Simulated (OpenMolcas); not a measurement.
An atom or ion with 7 electrons was computed by SS-CASPT2, IPEA 0.25 Eh, imaginary shift 0.1 Eh with spin-orbit coupling (OpenMolcas, ANO-RCC-VTZP, DKH2). The lowest levels that the run gave, each within 12 % of the measured value where one is at hand:

```
  J  Parity  E (eV)      g
3/2     odd  0.0000  2.002
3/2     odd   2.488  0.800
5/2     odd   2.488  1.200
3/2     odd   3.653  1.334
1/2     odd   3.653  0.666
5/2    even  10.972  1.601
3/2    even  10.979  1.735
1/2    even  10.984  2.671
```

Which ion is it, and what are the configurations and terms?

N (Z = 7, neutral; active space 5 electrons in 4 orbitals (2s 2p)). J, parity and g give the terms where levels are pure, and mixed ones are named by the computed weights; the size of the splittings, set against known spectra of the 7-electron sequence, gives the charge. In order, with the measured energies in eV (NIST Handbook of Basic Atomic Spectroscopic Data): 2s2 2p3 4S* 3/2, 2s2 2p3 2D* 3/2 (2.3846), 2s2 2p3 2D* 5/2 (2.3835), 2s2 2p3 2P* 3/2 (3.5756), 2s2 2p3 2P* 1/2 (3.5756), 2s 2p4 4P 5/2 (10.9239), 2s 2p4 4P 3/2 (10.9294), 2s 2p4 4P 1/2 (10.9318).

CASPT2 breaks the degeneracy within a term, and the mean is taken; among the terms shown or strongly mixed into the levels shown the widest spread is 250 cm-1 (2s2 2p3 2D*). Terms from blocks run as CI alone lack orbitals of their own. Measured partners are found by configuration, term and J. A level has none where our copy of the source lacks it or the pairing is in doubt (some pairs that miss far off the trend of their configuration count as doubtful), and it then counts in no deviation. Levels of configurations outside the active space are missing.

* marks odd parity.
